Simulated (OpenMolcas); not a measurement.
Fe2+ in a point-charge field

Fe2+ among 4 point charges of -2.5 e arranged as a square (D4h), 1.85 Å from the ion. The active orbitals were held to one l.

```
Program             : OpenMolcas
Method              : CASSCF
Basis               : ANO-RCC-VDZP [5s4p2d1f]
Scalar Hamiltonian  : DKH2, point nucleus
Active space        : 6 electrons in 5 orbitals (3d)
State averaging     : 2S+1 = 5 even, 5 roots; 2S+1 = 3 even, 45 roots; 2S+1 = 1 even, 50 roots
Spin-orbit coupling : state interaction with AMFI integrals over the reference wave functions
```

The lowest spin-free states (labels of D4, the rotations of D4h), above the lowest:

```tsv
State	Degeneracy	E (cm-1)	Free-ion L (%)
5A1	1	0.0	D (100)
5E	2	810.5	D (100)
3B2	1	13543	G (41)
3E	2	16205	H (34)
5B2	1	16529	D (100)
3B1	1	18774	G (44)
3A2	1	19640	H (45)
3E	2	20961	H (60)
3E	2	22516	G (35)
3A1	1	24322	H (72)
3A2	1	25462	H (67)
3E	2	25624	H (57)
5B1	1	25811	D (100)
3B1	1	26906	F (53)
3B2	1	27195	F (47)
3E	2	27962	F (45)
1A1	1	28409	G (69)
1B2	1	29532	D (41)
1E	2	29564	G (56)
1B1	1	29922	I (67)
```

The lowest levels with spin-orbit coupling:

| E (cm-1) | Degeneracy | Label | 2S+1 | g |
| --- | --- | --- | --- | --- |
| 0.0 | 1 | A1 | 5 |  |
| 23.5 | 2 | E | 5 | 0.00 0.00 3.90 |
| 100.6 | 1 | B1 | 5 |  |
| 100.8 | 1 | B2 | 5 |  |
| 786.0 | 2 | E | 5 | 0.00 0.00 10.01 |
| 958.5 | 1 | B1 | 5 |  |
| 960.1 | 1 | B2 | 5 |  |
| 1052 | 2 | E | 5 | 0.00 0.00 2.59 |
| 1088 | 1 | A2 | 5 |  |
| 1247 | 1 | A1 | 5 |  |
| 1267 | 2 | E | 5 | 0.00 0.00 5.52 |
| 13620 | 1 | B1 | 3 |  |
| 13642 | 2 | E | 3 | 0.00 0.00 3.34 |
| 16221 | 1 | A1 | 3 |  |
| 16291 | 1 | A2 | 3 (90 %) |  |
| 16387 | 2 | E | 3 | 0.00 0.00 2.30 |
| 16389 | 1 | B2 | 3 |  |
| 16520 | 1 | B1 | 3 |  |
| 16703 | 1 | A1 | 5 |  |
| 16708 | 1 | A2 | 5 (89 %) |  |

Powder χT (cm3 K/mol): 0.555 at 2 K, 2.56 at 10 K, 4.2 at 50 K, 4.37 at 100 K, 4.45 at 200 K, 4.5 at 300 K. The effective moment at 300 K is 2.828 √(χT) = 6.00 μB.

The lowest level has 2S+1 = 5, for which the spin-only value is χT = S(S+1) / 2 = 3.000 cm3 K/mol (g = 2). The computed 4.502 at 300 K differs by +1.502, through orbital momentum, spin-orbit coupling and any other state in reach.

Without dynamic correlation the repulsion within the d shell is too large (B by tens of per cent), so at a given field states of lower spin stand too high. Point charges carry no covalency, so the field is a model and not that of real ligands. No measured value stands beside these numbers.

With an even number of electrons the g values are those of a degenerate or nearly degenerate non-Kramers pair.
